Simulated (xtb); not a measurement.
H2O2, charge +1, doublet, at a GFN2-xTB geometry (a state made from the parent by changing its charge; the spin is typed, not shown lowest), atoms displaced at random by about 0.02 Å a coordinate; GFN1-xTB with ALPB(dmso) (xtb).

Here is a job for xtb.
```
$ xtb mol.xyz --gfn 1 --chrg 1 --uhf 1 --opt --alpb dmso --json

# file mol.xyz
4

O     -0.00774672     0.62684941    -0.00795865
O     -0.01278860    -0.62344032     0.05135778
H      0.93274336     0.94732516    -0.05210988
H     -0.93611178    -1.01182130     0.04443850
```

What the program printed (banner, timings and long lists left out):

```
   ID    Z sym.   atoms
    1    8 O      1, 2
    2    1 H      3, 4

           -------------------------------------------------
          |                Calculation Setup                |
           -------------------------------------------------

           -------------------------------------------------
          |                 G F N 1 - x T B                 |
           -------------------------------------------------

      * Solvation model:               ALPB
        Solvent                        dmso
        Parameter file                 internal GFN1-xTB/ALPB
        Dielectric constant                4.6680E+01
        Reference state                gsolv [1 M gas/solution]
        Free energy shift                  7.6243E-03 Eh       4.7843E+00 kcal/mol
        Temperature                        2.9815E+02 K
        Density                            1.1000E+00 kg/L
        Solvent mass                       7.8130E+01 g/mol
        Interaction kernel             P16
        Born radius scaling (c1)           1.7672E+00
        Born radii integrator          GBOBC
        Born offset                        0.0000E+00 a0       0.0000E+00 AA
        H-bond correction              true
        Ion screening                  false
        Surface tension                    1.0000E-05 Eh       1.5569E+01 dyn/cm
        Grid points                               230 per atom

          ...................................................
          :                      SETUP                      :
          :.................................................:
          :  # basis functions                  12          :
          :  # atomic orbitals                  12          :
          :  # shells                            8          :
          :  # electrons                        13          :
          :  # halogen bonds                     0          :
          :  max. iterations                   250          :
          :  Hamiltonian                  GFN1-xTB          :
          :  restarted?                      false          :
          :  GBSA solvation                   true          :
          :  PC potential                    false          :
          :  electronic temp.          300.0000000     K    :
          :  accuracy                    1.0000000          :
          :  -> integral cutoff          0.2500000E+02      :
          :  -> integral neglect         0.1000000E-07      :
[...]
         :: total energy              -9.830102731867 Eh    ::
 * total energy  :    -9.8301027 Eh     change       -0.8881784E-14 Eh
 * total energy  :    -9.8315016 Eh     change       -0.1398899E-02 Eh
 * total energy  :    -9.8318819 Eh     change       -0.3802557E-03 Eh
 * total energy  :    -9.8319167 Eh     change       -0.3480069E-04 Eh
 * total energy  :    -9.8319209 Eh     change       -0.4193191E-05 Eh
   *** GEOMETRY OPTIMIZATION CONVERGED AFTER 5 ITERATIONS ***
         :: total energy              -9.831920880339 Eh    ::
[...]
      -------------------------------------------------------------
         1        2.0000           -1.0570551             -28.7639
         2        2.0000           -0.9435431             -25.6751
         3        2.0000           -0.8534860             -23.2245
         4        2.0000           -0.8301685             -22.5900
         5        2.0000           -0.8285800             -22.5468
         6        2.0000           -0.6890274             -18.7494
         7        1.0000           -0.6241727             -16.9846 (HOMO)
         8                         -0.2090374              -5.6882 (LUMO)
         9                         -0.2004935              -5.4557
        10                         -0.0553554              -1.5063
        11                          0.1788103               4.8657
        12                          0.2102284               5.7206
      -------------------------------------------------------------
                  HL-Gap            0.4151353 Eh           11.2964 eV
             Fermi-level           -0.5366025 Eh          -14.6017 eV

  Mulliken/CM5 charges         n(s)   n(p)   n(d)
     1O    -0.04953 -0.22099   1.718  4.331  0.000
     2O    -0.04962 -0.22113   1.718  4.331  0.000
     3H     0.54958  0.72108   0.450  0.000  0.000
     4H     0.54957  0.72105   0.450  0.000  0.000

Wiberg/Mayer (AO) data.
largest (>0.10) Wiberg bond orders for each atom

 ---------------------------------------------------------------------------
     #   Z sym  total        # sym  WBO       # sym  WBO       # sym  WBO
 ---------------------------------------------------------------------------
     1   8 O    2.208 --     2 O    1.513     3 H    0.687
     2   8 O    2.208 --     1 O    1.513     4 H    0.687
     3   1 H    0.704 --     1 O    0.687
     4   1 H    0.704 --     2 O    0.687
 ---------------------------------------------------------------------------

Topologies differ in total number of bonds
Writing topology from bond orders to xtbtopo.mol

 dipole moment from electron density (au)
     X       Y       Z
  -0.0111  -0.0295   0.0173  total (Debye):    0.091

optimized geometry written to: xtbopt.xyz

           -------------------------------------------------
          | TOTAL ENERGY               -9.831920880339 Eh   |
          | GRADIENT NORM               0.000619985452 Eh/α |
          | HOMO-LUMO GAP              11.296405756527 eV   |
           -------------------------------------------------
```
